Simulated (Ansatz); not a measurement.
C2H9NOSi can be A, `NCCO[SiH3]`, or B, `C[SiH2]NCO`.

Gas-phase electronic energies from Ansatz, PBE0-D4/def2-TZVP geometries. CCSD(T)/CBS adds triple-zeta CCSD(T) − MP2 to the extrapolated MP2 energy (def2 sets, frozen cores). Functionals use def2-TZVPP. B3LYP here is the variant with VWN-RPA as its local correlation; programs differ in this. One conformer a species, not always the lowest.

Task: Which isomer does CCSD(T)/CBS put lower? Give the gap. (Estimate.)

Result: Computed: B, by 20.1 kJ/mol.

Task: Give E(B) − E(A) in kJ/mol with r2SCAN-D4, B3LYP-D4, B2PLYP, MP2/def2-TZVPP, PBE0-D4, PBE-D4, HF/def2-TZVPP. (Estimate.)

Result: Ansatz gave: r2SCAN-D4 -25.6, B3LYP-D4 -20.4, B2PLYP -19.3, MP2/def2-TZVPP -21.1, PBE0-D4 -27.2, PBE-D4 -29.4, HF/def2-TZVPP -6.7. None reverses the order clearly.

Largest T1 diagnostic: 0.011.

In def2-TZVPP, CCSD(T) changes the Hartree–Fock value by −11.7 kJ/mol (the triples alone add −1.7 kJ/mol) and MP2 by −14.4 kJ/mol.
